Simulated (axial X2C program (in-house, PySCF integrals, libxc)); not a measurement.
Ω levels of NPmO from open-shell CI on f(δφ)2 f(π)0

Computed with an axial X2C code built on PySCF integrals: two-component X2C with atomic mean-field Coulomb and Gaunt terms, basis N dyall-v2z, Pm dyall-v2z, O dyall-v2z (cores contracted in-house). Orbitals come from Hartree–Fock averaged over the configuration Pm f(δφ)2 f(π)0; CI then distributes these electrons over the f(δφ), f(π) shells of Pm.

N–Pm–O held linear, bonds 1.667 and 1.720 Å (the second held) (near the minimum of the configuration average).

Lowest levels of this model:

```json
{"Ω": "4", "energy (cm⁻¹)": "0", "g∥": "6.10", "μ (D)": "1.19", "configuration": "100% f(δφ)2"}
{"Ω": "5", "energy (cm⁻¹)": "3200", "g∥": "10.03", "μ (D)": "1.19", "configuration": "100% f(δφ)2"}
{"Ω": "0", "energy (cm⁻¹)": "5338", "g∥": "0.00", "μ (D)": "1.19", "configuration": "100% f(δφ)2"}
{"Ω": "6", "energy (cm⁻¹)": "5920", "g∥": "13.98", "μ (D)": "1.19", "configuration": "100% f(δφ)2"}
{"Ω": "1", "energy (cm⁻¹)": "7132", "g∥": "3.49", "μ (D)": "1.19", "configuration": "100% f(δφ)2"}
{"Ω": "1", "energy (cm⁻¹)": "13371", "g∥": "2.38", "μ (D)": "1.19", "configuration": "100% f(δφ)2"}
{"Ω": "2", "energy (cm⁻¹)": "13470", "g∥": "5.93", "μ (D)": "1.19", "configuration": "99% f(δφ)2"}
{"Ω": "0", "energy (cm⁻¹)": "13690", "g∥": "0.00", "μ (D)": "1.19", "configuration": "100% f(δφ)2"}
{"Ω": "0", "energy (cm⁻¹)": "15843", "g∥": "0.00", "μ (D)": "1.19", "configuration": "100% f(δφ)2"}
{"Ω": "0", "energy (cm⁻¹)": "17261", "g∥": "0.00", "μ (D)": "1.19", "configuration": "100% f(δφ)2"}
{"Ω": "1", "energy (cm⁻¹)": "21140", "g∥": "2.07", "μ (D)": "1.19", "configuration": "100% f(δφ)2"}
{"Ω": "4", "energy (cm⁻¹)": "25022", "g∥": "8.03", "μ (D)": "1.17", "configuration": "99% f(δφ)2"}
{"Ω": "6", "energy (cm⁻¹)": "26919", "g∥": "12.02", "μ (D)": "1.21", "configuration": "100% f(δφ)2"}
```

g∥ is the magnitude of 2⟨Lz + ge Sz⟩ for the +Ω component. μ is positive if the O end is positive.

Problem. From Ω and g∥ of the lowest level, whose 2⟨Lz + ge Sz⟩ is positive, find ⟨Sz⟩ and ⟨Lz⟩ (ge = 2.0023).

Solution. Ω = ⟨Lz⟩ + ⟨Sz⟩ = 4 and ⟨Lz⟩ + ge⟨Sz⟩ = 3.050, so ⟨Sz⟩ = -0.95 and ⟨Lz⟩ = 4.95.

Occupations of the active spinors in the lowest level by ω, shell by shell in order of energy: -7/2: 0.00; -5/2: 0.00 0.00; -3/2: 0.00 0.00; -1/2: 0.00; 1/2: 0.00; 3/2: 1.00 0.00; 5/2: 0.55 0.45; 7/2: 0.00. The leading determinant has weight 0.55 among 5.

This point took 2.3 s on 1 thread of Arm Neoverse N1, with other jobs on the host.

Dynamic correlation is missing, so gaps between terms are too wide and other configurations may lie lower; the lowest level listed is that of this model, not necessarily the ground state. At most 6 roots were kept for each Ω > 0 (twice that for Ω = 0) within 3.5 eV of the lowest, so higher up levels can be missing between those listed; levels with Ω > 0 are doubly degenerate and listed once, Ω = 0 levels singly. States that fill the shells left empty in the average are placed too high. The molecule was held linear; bending was not examined.
